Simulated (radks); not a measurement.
Spherical quantum dot in the effective-mass picture: electrons in a parabolic well V = omega^2 r^2 / 2 with omega = 0.27, all in effective atomic units (hartree* = m*/eps^2 hartree, bohr* = eps/m* bohr), one dielectric constant everywhere. Calculated with a radial shooting solver with Libxc functionals: non-relativistic Kohn-Sham, r2SCAN, spin-polarised, spherical densities, generalised Kohn-Sham scheme. Levels are named by radial order and angular momentum (1s, 1p, 1d, 2s, ...), and open shells are averaged over m. Results are scaled to m* = 0.218 and eps = 5.8, for which hartree* = 176.3 meV and bohr* = 1.408 nm. Each electron was tried in the lowest free levels, single moves between levels near the top were tried too, and the lowest total energy was kept; such a search can miss a lower state. The series stops at N = 6: beyond it a trial failed or the search could not be trusted, so later rows were left out. At N = 1 the Hartree and exchange-correlation terms need not cancel, so that row can carry a self-interaction error.

\begin{tabular}{lrrrrrr}
N & open shells & 2S & E (meV) & mu = E(N) - E(N-1) (meV) & addition energy mu(N+1) - mu(N) (meV) & rms radius (nm) \\ \hline
1 & 1s(up 1, down 0) & 1 & 71.5407 & 71.541 & 62.80 & 3.320 \\
2 & none & 0 & 205.881 & 134.34 & 80.97 & 3.709 \\
3 & 1p(up 1, down 0) & 1 & 421.192 & 215.31 & 37.54 & 4.251 \\
4 & 1p(up 2, down 0) & 2 & 674.045 & 252.85 & 38.39 & 4.588 \\
5 & 1p(up 3, down 0) & 3 & 965.293 & 291.25 & 51.03 & 4.851 \\
6 & 1p(up 3, down 1) & 2 & 1307.57 & 342.28 & - & 5.099 \\
\end{tabular}

All shells are closed at N = 2 (there: 1s2); the second difference of the energy has clear peaks (12 % above both neighbours; the first and last values, which can be the largest, are not judged, and half-filled shells can peak too) at N = 2.
